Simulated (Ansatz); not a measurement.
# doublet BeO(-): levels of theory in one basis

```xyz
2

Be    0.0000    0.0000   -0.6865
O     0.0000    0.0000    0.6865
```

Basis set: def2-SVP (spherical functions). Left uncorrelated: 1 orbital. Correlation on ROHF uses semicanonical orbitals with singles. Charge -1, multiplicity 2.

Computed with Ansatz (development build ahead of 0.2.0); each method stands on the lowest determinant of its kind that the runs found.

| method | E − E(ROHF) (eV) | <S²> of the determinant |
| --- | --- | --- |
| ROHF | 0.00 | 0.75 |
| UHF | -0.09 | 0.85 |
| UHF-MP2 | -6.29 | 0.85 |
| ROHF-CCSD(T) | -6.51 | – |
| UHF-CCSD(T) | -6.50 | 0.85 |

(1) What does ROHF-MP2 give on the same scale?

(2) Is a single determinant a sound starting point here?

Answers

(1) -6.35 eV.

(2) Only with care. Unrestricted orbitals gain 0.09 eV and <S²> is 0.85 against 0.75 for a pure state, a contamination that matters most for the unrestricted series.

Caution: no diffuse functions for an anion. Caution for UHF, UHF-MP2, UHF-CCSD(T): the unrestricted determinant is spin contaminated.
